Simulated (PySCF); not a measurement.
Species: C6H7NO.
Bonds: N1–C2, C2–C3 (aromatic), C3–C4 (aromatic), C4–C5 (aromatic), C5–O6, C5–C7 (aromatic), C7–C8 (aromatic), C2–C8 (aromatic). Hydrogens: H9, H10 on N1; H11 on C3; H12 on C4; H13 on O6; H14 on C7; H15 on C8.

Level: wB97X-D/pcSseg-2 in PySCF, non-relativistic, on one gas-phase PBE0-D3(BJ)/def2-TZVP geometry that isn't relaxed in the solvent. The solvent is an IEF-PCM continuum (cavity from Bondi-type radii × 1.2). Only the electrostatic response of the medium enters.

Gas phase at wB97X-D/pcSseg-2: HOMO -7.27 eV, LUMO 1.50 eV, dipole 2.03 D.

What does the continuum do to the energy, the frontier levels and the dipole at wB97X-D/pcSseg-2 in chloroform?

```csv
solvent,ε,E(solvent) − E(gas) (kcal/mol),polarisation term (kcal/mol),distortion of the solute (kcal/mol),HOMO (eV),LUMO (eV),dipole (D)
chloroform,4.711,-6.75,-7.47,0.72,-7.28,1.48,2.51
```

The first energy column is the sum of the next two and covers electrostatics alone.

Which radius a makes the point-dipole formula ΔE = −[(ε − 1)/(2ε + 1)]·μ²/a³ give the value in chloroform, with the gas-phase dipole?

μ = 0.798 au and |ΔE| = 0.01076 Eh give a = 1.46 Å; the farthest nucleus lies 3.43 Å from the centroid of the nuclei, so such a sphere wouldn't even hold the nuclei. The formula assumes a rigid point dipole at the centre of a sphere.

Time: 50 s wall, 1.8 min CPU; peak memory 2.5 GiB. Hardware: 2 threads, Intel Xeon 6975P-C (x86_64), no GPU, shared host. This is the whole shielding run at wB97X-D/pcSseg-2 in chloroform, SCF included.

The values belong to the conformer `[NH2:1][c:2]1[cH:3][cH:4][c:5]([OH:6])[cH:7][cH:8]1`: H–N1–C2–C3 -156°, H–N1–C2–C3 -27°, H–O6–C5–C4 180°.

wB97X-D is run here without its empirical dispersion term; that term would change no orbital, density or response property at a fixed geometry.
